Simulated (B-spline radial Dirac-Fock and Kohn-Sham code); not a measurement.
**Sr: non-radiative channels of the L2 vacancy**

System: atomic strontium, configuration [Kr] 5s2.

Level of theory: one-electron (LDA, Dirac) transition rates at Dirac-Fock energies; a radial B-spline solver. Kinetic energies are configuration averages from the vacuum level; the two-hole energies are estimated from single-hole states.

```
transition  kinetic energy (eV)  width (meV)  share (%)
   L2-L3N1                 0.66         29.1        2.1
   L2-L3N2                24.47         84.6        6.1
   L2-L3N3                26.00         33.1        2.4
   L2-M1M2               1330.0         53.6        3.8
   L2-M2M2               1403.1         49.2        3.5
   L2-M2M3               1416.3          167       12.0
   L2-M2M5               1554.7          151       10.8
   L2-M2M4               1556.4         81.4        5.8
   L2-M3M4               1564.1          103        7.4
   L2-M3M5               1567.7         13.7        1.0
   L2-M2N3               1684.4         20.5        1.5
   L2-M3N2               1693.6         16.2        1.2
   L2-M4M4               1701.3         88.0        6.3
   L2-M4M5               1702.5          393       28.2
   L2-M5M5               1704.7         18.1        1.3
   L2-M5N2               1833.1         13.5        1.0
```

The listed channels hold 94 % of the non-radiative rate. Summed by principal shells, of 1.40 eV in all: LMM 81.7 %, LLN 10.5 %, LMN 7.2 %, LNN 0.3 %, LLO 0.2 %.

Values without a named source are computed, but for edge energies of neutral atoms, which are taken from tables.
